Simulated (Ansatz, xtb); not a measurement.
## C5H6BNO: which of two isomers lies lower

We compare a, `Bc1cc(C=O)c[nH]1`, a singlet, with b, `Bn1ccc(C=O)c1`, a singlet. Both are isolated molecules in the gas phase, relaxed with PBE-D3(BJ)/def2-SVP; the shapes shown needn't be the lowest conformers.

a (Å):

```xyz
14

C     0.1266    0.3994   -0.9932
C    -0.5539    0.1366    0.2129
C    -0.2182   -1.1708    0.6524
C    -0.6970   -1.8566    1.8587
C     0.6777   -1.7000   -0.3048
B     0.1356    1.6222   -1.8901
N     0.8672   -0.7663   -1.2599
O    -1.4722   -1.3734    2.6690
H     0.8104    1.6308   -2.9065
H    -0.5314    2.5925   -1.5933
H    -1.2314    0.8268    0.7281
H    -0.2847   -2.9041    1.9939
H     1.1710   -2.6795   -0.3363
H     1.4667   -0.8719   -2.0800
```

b (Å):

```xyz
14

C     1.5951   -1.8626    0.2548
C     2.0966   -0.6530    0.6554
C     1.0488    0.0181    1.4012
C     1.1321    1.3442    2.0249
C    -0.0495   -0.8258    1.4172
B    -0.6026   -3.1075    0.5069
N     0.2666   -1.9896    0.7164
O     2.1206    2.0613    1.9900
H    -1.7195   -3.0561    0.9735
H    -0.1808   -4.0503   -0.1259
H     2.0436   -2.6765   -0.3250
H     3.0944   -0.2439    0.4640
H     0.1874    1.6690    2.5585
H    -1.0397   -0.7015    1.8698
```

Energies in hartree; the thermal terms are from GFN2-xTB frequencies at re-optimised GFN2-xTB minima (ideal gas, soft modes damped towards free rotors, one conformer each, 298.15 K, 1 atm) and include the zero-point energy:

|  | a | b |
| --- | --- | --- |
| E, CCSD(T)/def2-SVP | −347.712165 | −347.735619 |
| E, MP2/def2-SVP | −347.622845 | −347.644304 |
| E, MP2/def2-TZVPP | −348.252119 | −348.273331 |
| zero-point energy | 0.100013 | 0.100419 |
| H(298 K) − E | 0.108503 | 0.108718 |
| G(298 K) − E | 0.068311 | 0.068914 |

Problem. Correct the CCSD(T) difference for the basis set by the MP2 change, then work out ΔE, ΔE₀, ΔH and ΔG for a → b in kcal/mol (1 Eh = 627.51 kcal/mol) and the equilibrium ratio [b]/[a].

Solution. 1. Differences b − a: CCSD(T) −0.023454, MP2 in the small set −0.021459, MP2 in the large set −0.021212 Eh.
2. ΔE = −0.023454 + (−0.021212 − (−0.021459)) = −0.023207 Eh = −14.56 kcal/mol.
3. ΔE₀ = ΔE + ΔZPE = −0.023207 + (+0.000406) Eh = −14.31 kcal/mol.
4. ΔH = ΔE + (+0.000215) Eh = −14.43 kcal/mol.
5. ΔG = ΔE + (+0.000603) Eh = −14.18 kcal/mol, so ΔS = (ΔH − ΔG)/T = −3.4 J/(mol K).
6. kT = 0.9442 mEh, so K = [b]/[a] = exp(−ΔG/kT) = exp(+23.94) ≈ 2.5 × 10^10.

Structure b is favoured at this temperature. An error of 1 kcal/mol in ΔG would change K by a factor of 5.4. Mirror images and further conformers aren't counted.

As drawn, b has 1 B–N, 1 C–H in place of 1 C–B, 1 N–H.

Other levels gave ΔE = −18.5 (GFN2-xTB); −22.2 (HF/STO-3G, GFN2-xTB geometries); −10.7 (r2SCAN-D4/def2-SVP, GFN2-xTB geometries); −10.3 (PBE-D3(BJ)/def2-SVP); −15.1 (HF/def2-SVP); −13.5 (MP2/def2-SVP); −14.7 (CCSD(T)/def2-SVP) kcal/mol. The correlated steps freeze 8 core orbitals. Programs: Ansatz 0.2.0, xtb 6.7.1.
